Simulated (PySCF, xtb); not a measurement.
Ga(Cl)2(SH) (Cl2GaHS), SMILES [Cl][Ga]([Cl])[SH]. Other conformers were not sampled.

Harmonic wavenumbers (cm⁻¹) from xtb with GFN2-xTB at its own minimum, in rising order: 99, 113, 116, 199, 312, 385, 398, 634, 2380.

**Question.** What does B3LYP-D3(BJ)/def2-SVP in PySCF 2.14.0 give at its own minimum? (The exact figures need the calculation; the answer reports its results.)

**Answer.** 108, 125, 130, 267, 356, 447, 453, 721, 2669. Paired by order, the mean absolute difference is 71 cm⁻¹ and the zero-point energies are 6.6 and 7.5 kcal/mol.
